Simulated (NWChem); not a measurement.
# Total energies of CH3BO

SMILES: B.[C-]#[O+]
```xyz
6

B      1.2813     0.3800     0.0000
H      1.7441    -0.0986     1.0226
H      1.7441    -0.0986    -1.0226
H      1.2403     1.5995     0.0000
O     -1.2605    -0.3738     0.0000
C     -0.1752    -0.0520     0.0000
```
Charge 0, spin multiplicity 1.

Everything below was run with NWChem. The geometry was optimised at PBE0/def2-SVP, a minimum by its harmonic frequencies.

Basis set: STO-3G (18 functions).

```json
[
 {"method": "RHF", "total energy (Ha)": "-137.32244"},
 {"method": "MP2", "total energy (Ha)": "-137.50304"},
 {"method": "B2PLYP", "total energy (Ha)": "-137.91940"},
 {"method": "PBE", "total energy (Ha)": "-137.95884"},
 {"method": "B3LYP", "total energy (Ha)": "-138.12634"},
 {"method": "BLYP", "total energy (Ha)": "-138.06818"},
 {"method": "CCSD(T)", "total energy (Ha)": "-137.52999"}
]
```

Total energies of different functionals aren't comparable as a measure of quality: only differences taken within one method are. 

The correlated methods keep 3 core orbitals frozen. B3LYP has NWChem's definition, with VWN1-RPA local correlation. The structure started from a generated list of species. Coupled-cluster values serve here as a point of comparison, not as the truth.
